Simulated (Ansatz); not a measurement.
Stepwise reaction of `[NH2][Ta]([NH2])([NH2])=[O]` with water, as a gas-phase model of exchange steps in deposition or etching. ΔE in kJ/mol; ΔG adds harmonic PBE0-D4 terms to CCSD(T)/CBS, at 1 bar.

Computed with Ansatz on PBE0-D4/def2-TZVP structures; ΔE is electronic, products minus reactants. CCSD(T)/CBS is the MP2 limit (def2-TZVPP, def2-QZVPP) plus CCSD(T) − MP2 in def2-TZVPP, frozen cores. This one scheme is used for every species. DFT in def2-TZVPP. B3LYP here is the variant with VWN-RPA as its local correlation; programs differ in this. def2 core potentials past Kr. For Ta outer-core shells are correlated without core-valence functions, which leaves a few kJ/mol of doubt a bond. One conformer a species, not always the lowest.

```
step                                                                  reaction  PBE-D4  B3LYP-D4  ωB97M-V  CCSD(T)/CBS  ΔG(500 K)
   1  `[NH2][Ta]([NH2])([NH2])=[O]` + H₂O → `[NH2][Ta]([NH2])(=[O])[OH]` + NH₃   -56.2     -58.7    -59.1        -53.1      -52.1
   2    `[NH2][Ta]([NH2])(=[O])[OH]` + H₂O → `[NH2][Ta](=[O])([OH])[OH]` + NH₃   -41.4     -43.1    -43.0        -37.2      -35.7
   3      `[NH2][Ta](=[O])([OH])[OH]` + H₂O → `[O]=[Ta]([OH])([OH])[OH]` + NH₃   -19.6     -21.8    -22.1        -16.3      -20.2
```

Q: By hand: ΔE of the 3 steps together at CCSD(T)/CBS.

A: (-53.1) + (-37.2) + (-16.3) = -106.6 kJ/mol, or -35.5 kJ/mol a step.

In ΔE each step is higher than the one before. All are downhill at CCSD(T)/CBS. ΔG lies between -52.1 and -20.2 kJ/mol a step. PBE-D4 differs from CCSD(T)/CBS by -4.2 to -3.1 kJ/mol a step. Isolated molecules leave out the surface, adducts and barriers. Largest T1 diagnostic: 0.020.
